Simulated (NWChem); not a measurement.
System: SiH4S4; SMILES S[Si](S)(S)S

```xyz
9

S     -1.0550    -1.4895     1.0400
Si     0.0000     0.0000    -0.1054
S      1.4894    -1.0552    -1.2508
S     -1.4894     1.0552    -1.2508
S      1.0550     1.4895     1.0400
H      0.0451    -2.0683     1.5722
H      2.0687     0.0450    -1.7826
H     -2.0687    -0.0450    -1.7826
H     -0.0451     2.0683     1.5722
```
Atoms are numbered in this order, from 1.

Level: B3LYP/6-31G* (spherical d) (NWChem), optimised geometry, unscaled harmonic frequencies. B3LYP is NWChem's, with the RPA form of VWN correlation.

```
frequency (cm⁻¹)  IR intensity (km/mol)
----------------  ---------------------
94                                  0.0
131                                 2.5
178                                 7.4
178                                 7.4
189                                 1.6
236                                17.8
236                                17.8
238                                 0.0
278                                75.1
365                                 0.0
533                               100.0
539                               101.4
539                               101.4
736                                 0.0
791                                 0.0
796                                19.5
796                                19.5
2669                                0.0
2669                                5.5
2669                                5.6
2670                                1.5
```

The zero-point energy is 25.1 kcal/mol. The thermal correction to the enthalpy at 298.15 K (with zero-point energy) comes out as 31.5 kcal/mol and the heat capacity Cv comes out as 30.3 cal/(mol K). The entropy at 298.15 K and 1 atm (symmetry number 2) comes out as 93.4 cal/(mol K) and the dipole moment is 0.00 D.

Rigid rotor and harmonic oscillator; modes under 100 cm⁻¹ make the entropy uncertain.
